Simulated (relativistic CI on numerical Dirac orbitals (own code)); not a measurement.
Computed by Dirac-Coulomb-Breit CI, KLI orbitals optimised for each configuration, a model potential for QED, unscaled Slater integrals (own radial code, finite nucleus).

Configurations in the expansion (outside the closed core [Ar] 3d10): 4s²4p⁶, 4s²4p⁵4d, 4s4p⁶4d, 4s²4p⁵4f, 4s4p⁶4f, 4p⁶4d4f, 4s²4p⁵5s, 4s²4p⁵5p, 4s4p⁶5s, 4s²4p⁵5d, 4s²4p⁵5f, 4s4p⁶5p, 4s²4p⁵5g, 4s4p⁶5d, 4p⁶4f5s, 4s4p⁶5f, 4s²4p⁵6s, 4s²4p⁵6p, 4s4p⁶5g, 4s²4p⁵6d, 4s²4p⁵6f, 4p⁶4d², 4p⁵4d³, 4p⁵4d²4f, 4p⁵4d²5s, 4p⁵4d²5p, 4p⁶4f², 4p⁵4d4f², 4p⁵4f³, 4p⁵4f²5s, 4p⁵4f²5p, 4p⁶4d5s, 4p⁵4d4f5s, 4p⁵4d5s², 4p⁵4d5s5p. Double excitations out of closed p, d and f shells are left out; levels of such configurations are missing from the list, as are those of other unlisted configurations, and high levels can miss mixing partners. These lack a partner that the ground configuration has and come out too high: 4s²4p⁵5d, 4s²4p⁵5f, 4s²4p⁵5g, 4s²4p⁵6s, 4s²4p⁵6p.

At this charge energies of transitions that change n are usually good to better than 1 %, and those within a shell (Δn = 0) to a few per cent.

Outline of the computed level scheme of Pb XLVII. Lowest level of each configuration: 4s²4p⁶ ¹S0 at 0.00 eV; 4s²4p⁵4d ³P°0 at 177.08 eV; 4s²4p⁵4f ³D1 at 431.61 eV; 4s4p⁶4d ³D1 at 487.82 eV; 4s4p⁶4f ³F°2 at 740.88 eV; 4s²4p⁵5s ³P°2 at 906.39 eV; 4s²4p⁵5p ³P1 at 965.41 eV; 4p⁶4d² ³F2 at 970.51 eV.

Some strong electric-dipole decays among the lowest 45 levels: 4s²4p⁵5s ¹P°1 → 4s²4p⁶ ¹S0 (7.2e+12 s⁻¹); 4s²4p⁵4d ¹P°1 → 4s²4p⁶ ¹S0 (4.4e+12 s⁻¹); 4s²4p⁵5p ³D2 → 4s²4p⁵4d ³F°3 (4.1e+12 s⁻¹); 4s²4p⁵5p ³D3 → 4s²4p⁵4d ³F°4 (3.2e+12 s⁻¹); 4s²4p⁵5p ³P1 → 4s²4p⁵4d ³P°1 (2.4e+12 s⁻¹); 4s²4p⁵5p ³P1 → 4s²4p⁵4d ³D°2 (2.3e+12 s⁻¹); 4s4p⁶4d ³D2 → 4s²4p⁵4d ³F°3 (1.6e+12 s⁻¹); 4s4p⁶4f ³F°4 → 4s²4p⁵4f ³G5 (1.5e+12 s⁻¹).

LS names give the leading component of a level, which can be under half, so a name can repeat, a term be missing and a line seem to break the LS rules.
